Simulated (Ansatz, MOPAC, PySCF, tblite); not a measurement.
Energy landscape of O2Si, singlet: symmetric bend, bond length relaxed. Scanned: O-Si-O angle. Other coordinates (Si-O bond length) were minimised at PBE0/def2-TZVP.

Computed with: RHF/6-31G* = restricted Hartree-Fock/6-31G*, spherical d (PySCF); PM3, restricted, heats of formation (MOPAC); GFN2-xTB, 300 K electronic temperature (tblite); CCSD(T)/aug-cc-pVQZ = CCSD(T) on RHF/aug-cc-pVQZ, frozen core (Ansatz, an electronic-structure program).

Energies relative to the lowest point of each profile, in kJ/mol; the last columns give the difference from CCSD(T):

```tsv
a / °	RHF/6-31G*	PM3	GFN2-xTB	CCSD(T)/aug-cc-pVQZ	RHF/6-31G* − CCSD(T)/aug-cc-pVQZ	PM3 − CCSD(T)/aug-cc-pVQZ	GFN2-xTB − CCSD(T)/aug-cc-pVQZ
180	0.0	0.0	0.0	0.0	0.0	0.0	0.0
167	8.5	3.4	9.0	6.6	1.9	-3.2	2.4
157	26.5	10.7	27.7	20.6	5.9	-9.9	7.0
147	54.9	22.6	56.2	42.8	12.1	-20.2	13.4
137	94.3	39.8	94.0	73.4	20.9	-33.6	20.7
127	145.9	63.2	141.4	113.2	32.7	-50.1	28.2
117	211.5	94.6	200.0	163.8	47.8	-69.1	36.2
107	293.3	136.9	273.2	227.5	65.8	-90.7	45.6
97	395.7	—	—	308.7	87.0	—	—
87	529.5	—	—	—	—	—	—
80	652.5	—	—	—	—	—	—
```

RHF/6-31G* is furthest from CCSD(T)/aug-cc-pVQZ at 97 (87.0 kJ/mol, above); its mean absolute difference over the points is 30.4 kJ/mol.

PM3 is furthest from CCSD(T)/aug-cc-pVQZ at 107 (-90.7 kJ/mol, below); its mean absolute difference over the points is 34.6 kJ/mol.

GFN2-xTB is furthest from CCSD(T)/aug-cc-pVQZ at 107 (45.6 kJ/mol, above); its mean absolute difference over the points is 19.2 kJ/mol.

A dash means that the run gave no value there, or that the column was ended at a point which the program doubted or which failed a test of continuity chosen for this set; such a test can also cut sound points.
